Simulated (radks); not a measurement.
Results of a calculation; reference values are marked as such.
Coherent X-ray form factor from a spherical all-electron density. Code: a radial shooting solver on a logarithmic mesh with Libxc functionals. Model: Dirac Kohn-Sham, PBE, spin-unpolarised, spherical densities, finite nucleus; Fermi nuclear charge, rms radius of each element as measured or else 0.836 A^(1/3) + 0.57 fm.

| sin(theta)/lambda (1/angstrom) | f0 (electrons) |
|---|---|
| 0.05 | 27.641 |
| 0.1 | 26.640 |
| 0.15 | 25.181 |
| 0.2 | 23.462 |
| 0.25 | 21.645 |
| 0.3 | 19.839 |
| 0.4 | 16.504 |
| 0.5 | 13.721 |
| 0.6 | 11.538 |
| 0.8 | 8.697 |
| 1 | 7.184 |
| 1.25 | 6.108 |
| 1.5 | 5.302 |
| 2 | 3.851 |

The species is in the configuration that NIST lists as its ground one. Which atom or ion scatters so?

Answer. The copper ion Cu+, [Ar] 3d10. Extrapolating in s^2 from the first two rows gives f0(0) = 28.0, near the electron count 28; among species with that count, the fall with angle is slower the higher Z, and the table is that of Z = 29; from so few rows the species is fixed only to a neighbour or two.
